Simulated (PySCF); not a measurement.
**Working out the ionisation energy of Kr⁺**

Kr⁺ [Ar] 3d10 4s2 4p5 (2P) → Kr²⁺ [Ar] 3d10 4s2 4p4 (3P). All numbers are calculated (PySCF 2.14, scalar relativity through the core potential, in aug-cc-pVQZ-PP with ECP10MDF (7s6p5d3f2g, 89 functions)). Frozen: 3s2 3p6 3d10. Energies in hartree (1 hartree = 27.21139 eV):

```tsv
part	Kr⁺ (lower)	Kr²⁺ (upper)
UHF	-461.720936	-460.867162
MP2 opposite-spin	-0.123251	-0.095057
MP2 same-spin	-0.033221	-0.025767
```

Task: What does Hartree-Fock give?

Result: (-460.867162) − (-461.720936) = 0.853774 hartree = 23.232 eV.

Task: What do MP2 and SCS-MP2 (6/5 opposite-spin, 1/3 same-spin) give?

Result: The opposite-spin parts differ by 0.767 eV and the same-spin parts by 0.203 eV. MP2: 23.232 + (0.767) + (0.203) = 24.202 eV. SCS-MP2: 23.232 + 1.2 × (0.767) + (0.203)/3 = 24.220 eV.

Reference: 24.360 eV (measured; NIST Atomic Spectra Database, ionization energies), between the lowest levels; spin-orbit coupling is absent from the calculation.

What remains against the reference includes basis incompleteness, the frozen core and correlation beyond second order.
